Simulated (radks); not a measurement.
Results of a calculation; reference values are marked as such.
F IV, configuration [He] 2s2 2p2 (the NIST ground configuration).

Code: a radial shooting solver on a logarithmic mesh with Libxc functionals. Model: Dirac Kohn-Sham, PBE, spin-unpolarised, spherical densities, point nucleus; open shells are shared between the two j in proportion to 2j + 1.

Energy parts (eV):
part                     energy
total                 -2595.771
kinetic                2596.589
electron-nucleus      -5813.671
Hartree                 849.295
exchange-correlation   -227.984

Orbitals (lengths in bohr, moments of r in powers of bohr; <r^-3> diverges for s and p1/2; r(max) is where P^2 peaks; r(90%) holds 90 % of the orbital's charge):
orbital,occ.,eigenvalue (eV),<r^-3>,r(max),r(90%),<r>
1s1/2,2,-741.3374,-,0.1143,0.315,0.1760
2s1/2,2,-91.2055,-,0.7171,1.37,0.8766
2p1/2,0.666667,-72.8255,-,0.6237,1.37,0.8276
2p3/2,1.33333,-72.7245,11.98,0.6246,1.37,0.8288

The highest occupied level is 2p3/2 at -72.724 eV. The density falls to 0.001 e/bohr^3 at r = 2.26 bohr. For comparison, the ionisation energy in NIST's Atomic Spectra Database is 87.18 eV (semi-empirical). In exact Kohn-Sham theory the highest level is minus the ionisation energy, but local and semilocal functionals leave it too shallow, through self-interaction and a potential that decays too fast; potentials with the right tail come closer. Summed over all electrons, <r^2> = 3.604 bohr^2, which gives a Langevin (diamagnetic) susceptibility term of -2.85 x 10^-6 cm^3/mol.

Beside tabulated values, note that spin-unpolarised runs miss the spin-polarisation part of the exchange energy of open shells.
